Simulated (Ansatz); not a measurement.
One geometry of the cluster Si₃Ge₃, several levels of theory.

```yaml
crystal:
  periodic: [false, false, false]
  atoms:
    - {symbol: Si, position_ang: [-0.357439, 0.605100, -0.214861]}
    - {symbol: Si, position_ang: [-1.323306, -1.632364, -0.067075]}
    - {symbol: Si, position_ang: [0.957015, -1.532042, 0.381007]}
    - {symbol: Ge, position_ang: [1.224258, 2.332546, 0.126828]}
    - {symbol: Ge, position_ang: [-1.787391, -0.247996, -1.918179]}
    - {symbol: Ge, position_ang: [1.286863, 0.474766, 1.692291]}
basis:
  gaussian: {orbitals: def2-TZVP, initial_orbitals: start.molden}
hamiltonian: {xc: r2scan, dispersion: d4}
scf: {omitted_lower_state_checks: [starts]}
output: {orbitals: {seedname: orbitals}}
```

The file start.molden holds the orbitals of an earlier run on this structure, at another level or in another basis.

```sh
$ ansatz run in.yaml --threads 4 --pin off --events-out ev --progress --plain --max-ram 4787MiB
```

Shortened log:

```
Functional definition: r2SCAN
1830 factors; their error is unknown
mean field evaluation 1: about -193184.7643 eV, gradient 1.2e1 eV
mean field evaluation 2: about -193184.8683 eV, gradient 1.9e-1 eV
mean field evaluation 4: about -193184.8244 eV, gradient 1.3e-3 eV
mean field -193184.82442311 eV, -7099.4113521721 hartree, gradient 1.7e-5 eV, S^2 0.000000; 0 other end points of the search recorded, 0 dependent functions left out
reference -193184.82443317 eV, -7099.4113525417 hartree; 69, 69 occupied and 186, 186 virtual orbitals, 1830 factors
Total energy: -193184.92489347 eV, -7099.4150443899 hartree
Checks for a lower state left out: starts
```

It took 12 s on 4 threads of Arm Neoverse V2 on a shared host, peak host memory 0.55 GiB.

The first input with `gaussian: {orbitals: def2-SVP, initial_orbitals: start.molden}`, `correlation: {method: ccsd_t}` and without the key `hamiltonian` (abridged; 35 s):

```
Functional definition: HF
mean field evaluation 16: about -192971.1583 eV, gradient 2.0e1 eV
mean field evaluation 32: about -192971.6020 eV, gradient 2.4e-1 eV
mean field evaluation 64: about -192972.1042 eV, gradient 1.9e-2 eV
mean field -192975.82729605 eV, -7091.7308494163 hartree, gradient 2.0e-6 eV, S^2 0.000000; unrestricted orbitals would lower it
42 core orbitals not correlated: weight in the atoms' cores, before any rotation towards them, 1.000 or more for the frozen orbitals, at most 0.000 for the correlated occupied ones
second order -25.90976224 eV of doubles, -0.00000000 eV of singles
cycle   1  -23.92831251 eV  change     2.0e0 eV  update   2.4e-1
cycle   2  -25.13679508 eV  change    -1.2e0 eV  update   9.2e-2
cycle   3  -25.40412628 eV  change   -2.7e-1 eV  update   4.7e-2
cycle   4  -25.35403811 eV  change    5.0e-2 eV  update   2.1e-2
cycle   5  -25.35155948 eV  change    2.5e-3 eV  update   1.4e-2
cycle   6  -25.36053306 eV  change   -9.0e-3 eV  update   5.9e-3
cycle   7  -25.35714986 eV  change    3.4e-3 eV  update   3.1e-3
cycle   8  -25.35692774 eV  change    2.2e-4 eV  update   1.4e-3
cycle   9  -25.35836520 eV  change   -1.4e-3 eV  update   8.4e-4
cycle  10  -25.35816264 eV  change    2.0e-4 eV  update   3.9e-4
cycle  11  -25.35784124 eV  change    3.2e-4 eV  update   1.8e-4
cycle  12  -25.35805934 eV  change   -2.2e-4 eV  update   8.9e-5
cycle  13  -25.35800012 eV  change    5.9e-5 eV  update   4.4e-5
perturbative correction -1.70733647 eV, -0.0627434579 hartree
Total energy: -193002.89263264 eV, -7092.7254821903 hartree
Checks for a lower state left out: starts
```

First input, but with `hamiltonian: {xc: {name: B3LYP}, dispersion: d4}` (abridged; 11 s):

```
Functional definition: B3LYP
mean field -193192.11502214 eV, -7099.6792767449 hartree, gradient 1.6e-5 eV, S^2 0.000000
Total energy: -193192.97076922 eV, -7099.7107248701 hartree
Checks for a lower state left out: starts
```

As the first input, with `hamiltonian: {xc: pbe0, dispersion: d4}` (abridged; 14 s):

```
Functional definition: PBE0
mean field -193156.40624579 eV, -7098.3670034183 hartree, gradient 1.8e-5 eV, S^2 0.000000
Total energy: -193156.84849681 eV, -7098.3832558433 hartree
Checks for a lower state left out: starts
```

As the first input, with `hamiltonian: {xc: {name: BLYP}, dispersion: d4}` (abridged; 4.8 s):

```
Functional definition: BLYP
mean field -193192.60496958 eV, -7099.6972819812 hartree, gradient 1.8e-5 eV, S^2 0.000000
Total energy: -193193.65180295 eV, -7099.7357523980 hartree
Checks for a lower state left out: starts
```

First input, but with `hamiltonian: {xc: pbe, dispersion: d4}`, `output: {forces: true, orbitals: {seedname: orbitals}}` (abridged; 5.5 s):

```
Functional definition: PBE
mean field -193150.87101812 eV, -7098.1635875532 hartree, gradient 6.1e-5 eV, S^2 0.000000
Total energy: -193151.38011350 eV, -7098.1822964635 hartree
Atom 0 force    -0.009192    -0.050895    -0.042074 eV/Å
Atom 1 force     0.021455    -0.141417     0.075854 eV/Å
Atom 2 force    -0.060129     0.050203     0.027980 eV/Å
Atom 3 force     0.048624     0.211792    -0.086436 eV/Å
Atom 4 force    -0.082880     0.064565    -0.134789 eV/Å
Atom 5 force     0.082123    -0.134249     0.159465 eV/Å
Dipole moment:    -0.004448     0.009333     0.018778 e Å
Checks for a lower state left out: starts
```

Geometry: PBE0-D4/def2-SVP.

B3LYP takes the VWN-RPA correlation. Correlated methods freeze 42 core orbitals; core or outer-core shells of Ge are correlated, in sets that lack core-valence functions. The restricted singlet is unstable towards broken spin symmetry in Hartree–Fock (as tested in another run); at r2SCAN-D4/def2-TZVP, B3LYP-D4/def2-TZVP, PBE0-D4/def2-TZVP, BLYP-D4/def2-TZVP and others this wasn't settled. At CCSD(T)/def2-SVP T1 of the charge 0 singlet is large (up to 0.026), so the single-reference result is doubtful. At CCSD(T)/def2-SVP the restricted singlet (for correlated methods, its reference) is unstable: a solution with broken spin symmetry lies lower. Another isomer (singlet) lies 1.69 eV lower at PBE0-D4/def2-TZVP; other spin states weren't run for this one.
